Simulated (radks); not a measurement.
The numbers below are computed, except where a source is named.
Question: Te4+, configuration [Kr] 4d10 5s2. Level of theory: scalar-relativistic Kohn-Sham, r2SCAN, spin-unpolarised, spherical densities, finite nucleus; meta-GGA in the generalised Kohn-Sham scheme; Fermi nuclear charge, rms radius 4.7423 fm (a radial shooting solver on a logarithmic mesh with Libxc functionals). Some entries of the table are withheld. Estimate them.

| orbital | occ. | eigenvalue (eV) | r(max) (bohr) | <1/r> (bohr^-1) |
|---|---|---|---|---|
| 1s | 2 | -31728.92 | 0.01794 | 55.57 |
| 2s | 2 | (1) | 0.1013 | 12.73 |
| 2p | 6 | (2) | 0.08125 | 12.18 |
| 3s | 2 | -1020.532 | 0.2922 | 4.560 |
| 3p | 6 | -856.2834 | 0.2860 | 4.331 |
| 3d | 10 | -608.3771 | 0.2382 | 4.088 |
| 4s | 2 | -211.8336 | 0.7016 | 1.815 |
| 4p | 6 | (3) | 0.7381 | 1.660 |
| 4d | 10 | -85.6110 | (4) | (5) |
| 5s | 2 | -53.3247 | 1.707 | 0.6973 |

Answer: 
(1) 2s eigenvalue (eV): -4919.317
(2) 2p eigenvalue (eV): -4417.483
(3) 4p eigenvalue (eV): -160.6546
(4) 4d r(max) (bohr): 0.8089
(5) 4d <1/r> (bohr^-1): 1.380
